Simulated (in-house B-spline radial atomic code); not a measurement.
**Neutral barium: [Xe] 6s2**

Computed with a B-spline radial code for spherical atoms: Dirac-Kohn-Sham PBE0, spherical fractional occupations, exact exchange averaged over the configuration, Fermi nucleus of rms radius 4.8378 fm.

Screening seen three ways: the hydrogenic charge with the same mean radius, Z_r = [3n² - l(l+1)]/(2<r>), the one with the same energy, Z_e = n√(-2ε), and Slater's rules. Values are occupation-weighted means over j. An effective charge above Z reflects the relativistic contraction of the inner shells.

```
shell  electrons   ε (eV)  <r> (bohr)    Z_r    Z_e  Slater
   1s          2   -37333     0.02558  58.64  52.38   55.70
   2s          2  -5925.7      0.1093  54.91  41.74   51.85
   2p          6  -5323.4     0.09595  52.11  39.56   51.85
   3s          2  -1262.5      0.2913  46.35  28.90   44.75
   3p          6  -1066.8      0.2892  43.22  26.56   44.75
   3d         10  -776.92      0.2664  39.41  22.67   34.85
   4s          2   -252.8      0.6738  35.62  17.24   28.25
   4p          6  -188.72      0.7148  32.18  14.90   28.25
   4d         10  -93.685      0.8007  26.23  10.50   16.85
   5s          2  -36.413       1.643  22.82   8.18   10.25
   5p          6   -20.47       1.918  19.03   6.13   10.25
   6s          2  -3.7005       4.829  11.18   3.13    2.85
```

The least bound orbital is 6s1/2 at -3.7 eV, and it is also the most diffuse (<r> = 4.829 bohr).

Spin-orbit splittings of the orbital energies (j = l + 1/2 above j = l - 1/2 when positive): 2p 382.1 eV, 3p 74.33 eV, 3d 15.78 eV, 4p 15.52 eV, 4d 2.647 eV, 5p 2.13 eV.

For the 1s electron the small component carries 4.28 % of the norm, the zero-frequency Breit interaction raises the level by 97.79 eV, self-energy by 56.69 eV, and vacuum polarisation lowers it by 8.191 eV.
